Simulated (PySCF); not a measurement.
# Computed records: B2H3

Calculation on a computer-drawn molecule: vertical ionisation energy to the stated ion spin, frozen-core CCSD(T) at the basis limit and cheaper methods, single-reference cases, UHF for radicals, no spin-orbit; all values are single points at the evaluated structure, the first of each entry, which is the reference or a displaced copy of it and isn't optimised; the reference structure only sets the zero of the energies above reference; triples share is (T) over the correlation energy. Program: PySCF 2.14.0.

Common to all runs: charge 0; multiplicity 2; ion multiplicity 1; diffuse functions no; basis cc-pVnZ; reference is the Hartree-Fock double-zeta minimum; best is HF at quadruple zeta + MP2 correlation extrapolated from triple and quadruple zeta + CCSD(T) minus MP2 at triple zeta; basis step is the size of the change from the same recipe one zeta lower.

```yaml
- entry: 1
  formula: B2H3
  evaluated_structure:
    atoms_angstrom:
      - [B, -0.0701, -0.6384, 0.5901]
      - [B, -0.3823, 0.4015, 1.8749]
      - [H, 0.1093, -1.4497, -0.2569]
      - [H, -1.4583, 0.4752, 2.3726]
      - [H, 0.6306, 1.0314, 2.2524]
  reference_structure:
    atoms_angstrom:
      - [B, -0.0584, -0.6571, 0.606]
      - [B, -0.3229, 0.3559, 1.8146]
      - [H, 0.1372, -1.4049, -0.2895]
      - [H, -1.4236, 0.4655, 2.2843]
      - [H, 0.5774, 1.0145, 2.2618]
  given:
    drawn_bonds_atom: [1, 1, 2, 2]
    drawn_bonds_other_atom: [2, 3, 4, 5]
    drawn_bonds_order: [1, 1, 1, 1]
  results:
    "ionisation_energy_best [eV]": 8.503
    "ionisation_energy_basis_step [eV]": 0.02044
    "energy_above_reference_best [kcal/mol]": 4.173
    "energy_above_reference_basis_step [kcal/mol]": 0.1298
    triple_zeta_method: [HF, PBE, r2SCAN, B3LYP, wB97X, MP2, CCSD, "CCSD(T)"]
    "triple_zeta_ionisation_energy [eV]": [7.751, 8.809, 8.853, 8.685, 8.493, 8.382, 8.392, 8.456]
    "triple_zeta_energy_above_reference [kcal/mol]": [3.816, 4.246, 4.615, 4.602, 4.433, 4.249, 3.97, 3.909]
    "total_energy_HF_triple_zeta [hartree]": -51.0294
    "total_energy_CCSD(T)_triple_zeta [hartree]": -51.2481
    "total_energy_best [hartree]": -51.2712
    T1_diagnostic_at_triple_zeta: 0.02028
    D1_diagnostic_at_triple_zeta: 0.06385
    spin_squared_at_triple_zeta: 0.7592
    ion_T1_diagnostic_at_triple_zeta: 0.01226
    ion_D1_diagnostic_at_triple_zeta: 0.03005
    triples_share_at_triple_zeta: 0.03167
    basis_functions_triple_zeta: 102
    "dipole_magnitude_HF_at_triple_zeta [debye]": 1.202
    "dipole_magnitude_CCSD_unrelaxed_at_triple_zeta [debye]": 1.39
    "dipole_magnitude_PBE_at_triple_zeta [debye]": 1.365
    "dipole_magnitude_r2SCAN_at_triple_zeta [debye]": 1.365
    "dipole_magnitude_B3LYP_at_triple_zeta [debye]": 1.385
    "dipole_magnitude_wB97X_at_triple_zeta [debye]": 1.417
- entry: 2
  formula: B2H3
  evaluated_structure:
    atoms_angstrom:
      - [B, -0.0701, -0.6384, 0.5901]
      - [B, -0.3843, 0.4083, 1.8833]
      - [H, 0.1093, -1.4497, -0.2569]
      - [H, -1.4603, 0.482, 2.381]
      - [H, 0.6286, 1.0382, 2.2608]
  reference_structure:
    atoms_angstrom:
      - [B, -0.0584, -0.6571, 0.606]
      - [B, -0.3229, 0.3559, 1.8146]
      - [H, 0.1372, -1.4049, -0.2895]
      - [H, -1.4236, 0.4655, 2.2843]
      - [H, 0.5774, 1.0145, 2.2618]
  given:
    drawn_bonds_atom: [1, 1, 2, 2]
    drawn_bonds_other_atom: [2, 3, 4, 5]
    drawn_bonds_order: [1, 1, 1, 1]
  results:
    "ionisation_energy_best [eV]": 8.477
    "ionisation_energy_basis_step [eV]": 0.02061
    "energy_above_reference_best [kcal/mol]": 4.747
    "energy_above_reference_basis_step [kcal/mol]": 0.1495
    triple_zeta_method: [HF, PBE, r2SCAN, B3LYP, wB97X, MP2, CCSD, "CCSD(T)"]
    "triple_zeta_ionisation_energy [eV]": [7.723, 8.785, 8.828, 8.66, 8.466, 8.354, 8.365, 8.43]
    "triple_zeta_energy_above_reference [kcal/mol]": [4.316, 4.84, 5.238, 5.209, 5.035, 4.828, 4.515, 4.451]
    "total_energy_HF_triple_zeta [hartree]": -51.0286
    "total_energy_CCSD(T)_triple_zeta [hartree]": -51.2472
    "total_energy_best [hartree]": -51.2703
    T1_diagnostic_at_triple_zeta: 0.02048
    D1_diagnostic_at_triple_zeta: 0.06523
    spin_squared_at_triple_zeta: 0.7593
    ion_T1_diagnostic_at_triple_zeta: 0.01219
    ion_D1_diagnostic_at_triple_zeta: 0.02981
    triples_share_at_triple_zeta: 0.0317
    basis_functions_triple_zeta: 102
    "dipole_magnitude_HF_at_triple_zeta [debye]": 1.178
    "dipole_magnitude_CCSD_unrelaxed_at_triple_zeta [debye]": 1.381
    "dipole_magnitude_PBE_at_triple_zeta [debye]": 1.367
    "dipole_magnitude_r2SCAN_at_triple_zeta [debye]": 1.363
    "dipole_magnitude_B3LYP_at_triple_zeta [debye]": 1.381
    "dipole_magnitude_wB97X_at_triple_zeta [debye]": 1.408
- entry: 3
  formula: B2H3
  evaluated_structure:
    atoms_angstrom:
      - [B, -0.0701, -0.6384, 0.5901]
      - [B, -0.3953, 0.4447, 1.9283]
      - [H, 0.1093, -1.4497, -0.2569]
      - [H, -1.4713, 0.5184, 2.426]
      - [H, 0.6176, 1.0746, 2.3058]
  reference_structure:
    atoms_angstrom:
      - [B, -0.0584, -0.6571, 0.606]
      - [B, -0.3229, 0.3559, 1.8146]
      - [H, 0.1372, -1.4049, -0.2895]
      - [H, -1.4236, 0.4655, 2.2843]
      - [H, 0.5774, 1.0145, 2.2618]
  given:
    drawn_bonds_atom: [1, 1, 2, 2]
    drawn_bonds_other_atom: [2, 3, 4, 5]
    drawn_bonds_order: [1, 1, 1, 1]
  results:
    "ionisation_energy_best [eV]": null
    "dipole_magnitude_PBE_at_triple_zeta [debye]": null
    "dipole_magnitude_r2SCAN_at_triple_zeta [debye]": null
```

Questions
1. Estimate the ionisation energy best of B2H3 (entry 3).
2. Give the missing dipole magnitude PBE at triple zeta for B2H3 (entry 3).
3. Give the missing dipole magnitude r2SCAN at triple zeta for B2H3 (entry 3).
4. Give the table of triple zeta values for B2H3 (entry 3).

Answers
1. 8.34 eV
2. 1.365 debye
3. 1.342 debye
4. 
Triple zeta:
```
 method  ionisation energy (eV)  energy above reference (kcal/mol)
     HF                   7.578                              7.669
    PBE                    8.66                              8.604
 r2SCAN                   8.698                              9.167
  B3LYP                   8.531                              9.042
  wB97X                   8.326                              8.879
    MP2                   8.209                              8.577
   CCSD                   8.227                              8.071
CCSD(T)                   8.293                              7.986
```

Further results for B2H3 (entry 3):

| Item | Value |
| --- | --- |
| ionisation energy basis step | 0.02141 eV |
| energy above reference best | 8.436 kcal/mol |
| energy above reference basis step | 0.2479 kcal/mol |
| total energy HF triple zeta | -51.0232 hartree |
| total energy CCSD(T) triple zeta | -51.2416 hartree |
| total energy best | -51.2644 hartree |
| T1 diagnostic at triple zeta | 0.0217 |
| D1 diagnostic at triple zeta | 0.07304 |
| spin squared at triple zeta | 0.76 |
| ion T1 diagnostic at triple zeta | 0.01179 |
| ion D1 diagnostic at triple zeta | 0.02841 |
| triples share at triple zeta | 0.0319 |
| basis functions triple zeta | 102 |
| dipole magnitude HF at triple zeta | 1.039 debye |
| dipole magnitude CCSD unrelaxed at triple zeta | 1.32 debye |
| dipole magnitude B3LYP at triple zeta | 1.348 debye |
| dipole magnitude wB97X at triple zeta | 1.343 debye |
